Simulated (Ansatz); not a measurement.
Ansatz (a first-principles code) input (SVWN5/def2-TZVPD):

Ansatz 0.2 input:
```yaml
crystal:
  periodic: [false, false, false]
  atoms:
    - {symbol: Br, position_ang: [2.07998818, -1.13204448, 0.37504813]}
    - {symbol: C, position_ang: [0.24987726, -0.42570714, 0.11596722]}
    - {symbol: C, position_ang: [-0.88194740, -1.26250915, 0.26748190]}
    - {symbol: C, position_ang: [-1.99041106, -0.55011513, 0.04090626]}
    - {symbol: Se, position_ang: [-1.64389378, 1.38030323, -0.41527451]}
    - {symbol: C, position_ang: [0.15224949, 0.88930100, -0.21050012]}
    - {symbol: H, position_ang: [-3.03820389, -0.81385906, 0.05611346]}
    - {symbol: H, position_ang: [0.95239631, 1.59928861, -0.34659611]}
basis:
  gaussian:
    orbitals: def2-TZVPD
hamiltonian:
  xc: {name: SVWN5}
total_charge: -1
output: {forces: true}
```

Output:

```
Functional definition: SVWN5
integrals: 0.33 GiB planned
1641 factors; their error is unknown
0.22 GiB of the device are held for the grids
1.79 GiB of device memory are held for the factors and their scratch space
mean field: 1.69 GiB planned
mean field evaluation 1: about -139332.2584 eV, gradient 8.8e1 eV
mean field evaluation 2: about -139045.8152 eV, gradient 2.5e2 eV
mean field evaluation 4: about -139344.6498 eV, gradient 4.8e1 eV
mean field evaluation 8: about -139350.3234 eV, gradient 1.6e0 eV
mean field evaluation 16: about -139350.2985 eV, gradient 6.2e-3 eV
mean field -139350.29853443 eV, -5121.0290161156 hartree, gradient 1.1e-5 eV, S^2 0.000000; 0 other end points of the search recorded, 0 dependent functions left out
the calculation of the forces begins
reference -139350.29859703 eV, -5121.0290184161 hartree; 48, 48 occupied and 232, 232 virtual orbitals, 1641 factors
Total energy: -139350.29859703 eV, -5121.0290184161 hartree
Atom 0 at     2.079988    -1.132044     0.375048 Å, force    -0.420404     0.198889    -0.068481 eV/Å
Atom 1 at     0.249877    -0.425707     0.115967 Å, force    -0.142778    -0.616164     0.144092 eV/Å
Atom 2 at    -0.881947    -1.262509     0.267482 Å, force     0.391281     0.612729    -0.131547 eV/Å
Atom 3 at    -1.990411    -0.550115     0.040906 Å, force     0.559167     0.208294    -0.024648 eV/Å
Atom 4 at    -1.643894     1.380303    -0.415275 Å, force     0.445754    -0.462141     0.134110 eV/Å
Atom 5 at     0.152249     0.889301    -0.210500 Å, force    -0.726687    -0.191913     0.012749 eV/Å
Atom 6 at    -3.038204    -0.813859     0.056113 Å, force    -0.408025    -0.061414    -0.004185 eV/Å
Atom 7 at     0.952396     1.599289    -0.346596 Å, force     0.301692     0.311719    -0.062089 eV/Å
Dipole moment:     0.273193     0.576109    -0.128145 e Å
```

It need not be the lowest isomer of its formula. Whether it binds its extra electron was not tested at this geometry.
